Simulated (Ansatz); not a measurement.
Reaction (hydrogenolysis of the Si–O bond): `O[SiH2]/C(O)=C\Cl` + H₂ → `O/C([SiH3])=C\Cl` + H₂O

Program: Ansatz. Geometries: PBE0-D4/def2-TZVP. ΔE: electronic, gas phase. CBS: MP2 limit from def2 TZ/QZ plus the TZ coupled-cluster correction, frozen cores. This one scheme is used for every species. Double bonds are as drawn, so ΔE can hold a change between cis and trans. One conformer a species, not always the lowest.

`O[SiH2]/C(O)=C\Cl`:

Z-matrix (Å, degrees):
```
Si
C 1 1.875
O 1 1.660 2 98.3
H 1 1.484 2 113.0 3 -117.4
H 1 1.484 2 113.0 3 117.4
C 2 1.331 1 122.1 3 179.9
O 2 1.358 1 117.8 3 -0.0
H 3 0.957 1 120.4 2 179.6
Cl 6 1.726 2 119.5 1 0.0
H 6 1.082 2 125.3 1 -180.0
H 7 0.966 2 107.8 1 -0.0
```

H₂:

Cartesian coordinates in Å:
```
H -0.028 -0.092 -0.360
H 0.028 0.092 0.360
```

`O/C([SiH3])=C\Cl`:

Z-matrix (Å, degrees):
```
Si
C 1 1.875
H 1 1.484 2 107.3
H 1 1.484 2 109.9 3 -119.9
H 1 1.484 2 109.9 3 119.9
C 2 1.335 1 120.7 3 -0.0
O 2 1.350 1 115.6 3 180.0
Cl 6 1.729 2 120.9 1 180.0
H 6 1.078 2 123.9 1 -0.0
H 7 0.969 2 108.5 1 -180.0
```

H₂O:

```xyz
3

O    -0.001   -0.373   -0.110
H     0.305   -0.012    0.724
H    -0.303    0.386   -0.614
```

```tsv
level	ΔE (kJ/mol)
HF/def2-TZVPP	48.3
HF/def2-QZVPP	48.3
```

Question: What does CCSD(T)/CBS give? (An estimate is asked.)

Answer: Ansatz gave: +56.3 kJ/mol. The listed levels differ from it by -8.0, -8.0 kJ/mol.

Largest T1 diagnostic among the species: 0.013.

The D4 term adds +7.0 kJ/mol with B3LYP and +3.8 kJ/mol with PBE0; it sums over pairs of atoms, weighted by their polarisabilities, and B3LYP, whose exchange is more repulsive, gets the larger term. In def2-TZVPP, CCSD(T) changes the Hartree–Fock value by +7.5 kJ/mol (the triples alone add +2.3 kJ/mol) and MP2 by +12.6 kJ/mol.

B3LYP here is the variant with VWN-RPA as its local correlation; programs differ in this.
